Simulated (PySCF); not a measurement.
C2H5BClFO. Atoms are numbered in the order given.

```xyz
11

B      0.3048    -0.4217     0.7339
F      0.8179    -1.3341     1.5572
Cl     1.2549     1.0517     0.4197
O     -0.9015    -0.6544     0.1866
C     -1.5472     0.2160    -0.7523
C     -1.1211    -0.1024    -2.1755
H     -2.6363     0.0557    -0.6183
H     -1.3202     1.2739    -0.4997
H     -1.3178    -1.1655    -2.4183
H     -1.6823     0.5283    -2.8939
H     -0.0399     0.0975    -2.3150
```

Coordinates come from a PBE-D3(BJ)/def2-SVP optimisation. The structure was generated by enumeration, and PubChem lists no compound with its InChIKey, so it may never have been made. The values are those of a single conformer.

These are TDA-LC-ωPBE/def2-SVPD (PySCF) values and carry that method's errors.

Vertical excitations. Gas-phase values at a fixed geometry.

Computed UV-visible absorptions:
```
state  energy (eV)  λ (nm)      f                                                                     main pairs
-----  -----------  ------  -----  -----------------------------------------------------------------------------
S1            8.53     145  0.001    HOMO−1→LUMO+2 51 %, HOMO−1→LUMO+1 16 %, HOMO→LUMO+2 11 %, HOMO−1→LUMO+3 9 %
S2            9.03     137  0.014                                         HOMO−2→LUMO+2 38 %, HOMO−2→LUMO+1 15 %
S3            9.08     137  0.077         HOMO→LUMO+2 23 %, HOMO→LUMO 20 %, HOMO→LUMO+1 12 %, HOMO−2→LUMO+2 10 %
S4            9.20     135  0.091                                                HOMO→LUMO 51 %, HOMO→LUMO+2 9 %
S5            9.27     134  0.076                                                               HOMO−1→LUMO 66 %
S6            9.61     129  0.008                                                               HOMO−2→LUMO 60 %
S7            9.82     126  0.043                                             HOMO−3→LUMO 54 %, HOMO→LUMO+4 21 %
S8            9.98     124  0.146     HOMO−3→LUMO+2 40 %, HOMO−3→LUMO+1 21 %, HOMO−3→LUMO+3 8 %, HOMO→LUMO+1 6 %
S9           10.32     120  0.034          HOMO−2→LUMO+1 32 %, HOMO→LUMO+1 8 %, HOMO−4→LUMO 8 %, HOMO→LUMO+2 6 %
S10          10.43     119  0.007         HOMO→LUMO+1 33 %, HOMO→LUMO+2 13 %, HOMO−2→LUMO+1 8 %, HOMO→LUMO+3 5 %
T1            7.80     159      0                            HOMO→LUMO+2 55 %, HOMO→LUMO+1 16 %, HOMO→LUMO+3 9 %
T2            8.31     149      0                     HOMO−1→LUMO+2 58 %, HOMO−1→LUMO+1 18 %, HOMO−1→LUMO+3 10 %
T3            8.55     145      0  HOMO−3→LUMO+2 34 %, HOMO−2→LUMO+2 20 %, HOMO−3→LUMO+1 11 %, HOMO−2→LUMO+1 7 %
T4            8.71     142      0   HOMO−3→LUMO+2 24 %, HOMO−2→LUMO+2 23 %, HOMO−2→LUMO+1 8 %, HOMO−3→LUMO+1 6 %
```
Triplets are in the Tamm–Dancoff approximation.
